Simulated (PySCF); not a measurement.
Dissociation curve of SMILES CF (CH₃F). The C1–H5 bond (C1 also carries F, H, H; H5 carries nothing else) is stretched with both fragments frozen at the PBE0/def2-TZVP optimised geometry.

Levels of theory: RKS-PBE = restricted PBE/cc-pVDZ run with PySCF; UKS-PBE = PySCF with unrestricted PBE/cc-pVDZ; RKS-B3LYP = restricted B3LYP/cc-pVDZ run with PySCF; UCCSD(T) = CCSD(T) on UHF/cc-pVDZ, 2 core orbitals frozen run with PySCF.

Energies relative to the lowest point of each curve near equilibrium, in eV; the last columns give the difference from UCCSD(T):

```csv
R / Å,RKS-PBE,UKS-PBE,RKS-B3LYP,UCCSD(T),RKS-PBE − UCCSD(T),UKS-PBE − UCCSD(T),RKS-B3LYP − UCCSD(T)
0.87,1.509,1.509,1.443,1.507,0.003,0.003,-0.063
0.93,0.745,0.745,0.696,0.732,0.012,0.012,-0.036
0.97,0.414,0.414,0.377,0.400,0.014,0.014,-0.023
1.04,0.089,0.089,0.072,0.078,0.011,0.011,-0.007
1.05,0.064,0.064,0.049,0.054,0.010,0.010,-0.005
1.09,0.004,0.004,0.000,0.000,0.004,0.004,0.000
1.13,0.000,0.000,0.007,0.004,-0.004,-0.004,0.003
1.17,0.041,0.041,0.059,0.055,-0.014,-0.014,0.004
1.19,0.075,0.075,0.099,0.095,-0.020,-0.020,0.004
1.27,0.279,0.279,0.324,0.323,-0.044,-0.044,0.001
1.35,0.556,0.556,0.624,0.627,-0.071,-0.071,-0.004
1.48,1.081,1.081,1.184,1.195,-0.114,-0.114,-0.011
1.66,1.837,1.837,1.990,1.997,-0.160,-0.160,-0.007
1.80,2.393,2.393,2.584,2.582,-0.189,-0.189,0.003
1.95,2.936,2.936,3.167,3.128,-0.192,-0.192,0.039
2.18,3.650,3.650,3.942,3.801,-0.151,-0.151,0.141
2.39,4.184,4.093,4.529,4.232,-0.048,-0.138,0.298
2.67,4.745,4.384,5.157,4.515,0.230,-0.131,0.642
2.98,5.202,4.518,5.681,4.615,0.587,-0.097,1.067
3.25,5.493,4.567,6.026,4.642,0.851,-0.075,1.383
3.84,5.891,4.603,6.522,4.660,1.232,-0.056,1.862
```

RKS-PBE is furthest from UCCSD(T) at 3.84 (1.232 eV, above); its mean absolute difference over the points is 0.189 eV.

UKS-PBE is furthest from UCCSD(T) at 1.95 (-0.192 eV, below); its mean absolute difference over the points is 0.072 eV.

RKS-B3LYP is furthest from UCCSD(T) at 3.84 (1.862 eV, above); its mean absolute difference over the points is 0.267 eV.

At the longest distance RKS-PBE, RKS-B3LYP leaves fractional charges on the fragments, a sign of delocalisation error or of the restricted form. The restricted form behind RKS-PBE, RKS-B3LYP keeps the bonding electrons paired and can't separate into open-shell fragments. The unrestricted determinant behind UKS-PBE is spin-contaminated at 2.39 to 3.84 Å (<S²> up to 1.0, against 0.00 for a pure singlet). The unrestricted determinant behind UCCSD(T) is spin-contaminated at 1.66 to 3.84 Å (<S²> up to 1.0, against 0.00 for a pure singlet).
